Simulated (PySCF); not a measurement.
F3Ge, SMILES [F][Ge]([F])[F], multiplicity 2. Geometry optimised at PBE0-D3(BJ)/def2-SVP. The isomer is the one that the SMILES or the coordinates give; other isomers of the formula were not compared.

Problem. Give the equilibrium geometry at PBE0-D3(BJ)/def2-SVP (PySCF confirms it by a frequency run) as bond lengths and angles. (Estimate from the structure and the level; the computed values follow.)

Solution. 
Atoms: F1 Ge2 F3 F4. Bond lengths (Å): F1–Ge2 1.727, Ge2–F3 1.727, Ge2–F4 1.727. Bond angles (°): F1–Ge2–F3 106.4, F1–Ge2–F4 106.4, F3–Ge2–F4 106.4.
Charge 0, spin multiplicity 2.
